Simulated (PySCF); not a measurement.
Calculation: B3LYP-D3(BJ)/def2-TZVP // B3LYP-D3(BJ)/def2-SVP (PySCF). All species are isolated molecules in the gas phase. One relaxed conformer stands for a flexible species; it need not be the lowest. B3LYP has the VWN-RPA correlation part, as in Gaussian. Delta-SCF ions had no search for a lower state. 

Reference species (SMILES): `C[Si](C)(C)C` (neutral, multiplicity 1).

The HOMO is -8.10 eV. The HOMO–LUMO gap is 8.62 eV. The vertical ionisation energy (Delta-SCF) comes out as 10.11 eV.

Changed species: `CC[Si](CC)(CC)CC` (4 of 4 CH3 replaced by C2H5; the reference has 0 of 4 CH3 replaced by C2H5).

Predict the effect on the HOMO, HOMO–LUMO gap and vertical ionisation energy (Delta-SCF).

the HOMO increases by 0.63 eV, to -7.47 eV; the HOMO–LUMO gap drops by 0.70 eV, to 7.92 eV; the vertical ionisation energy (Delta-SCF) falls by 0.89 eV, to 9.22 eV.
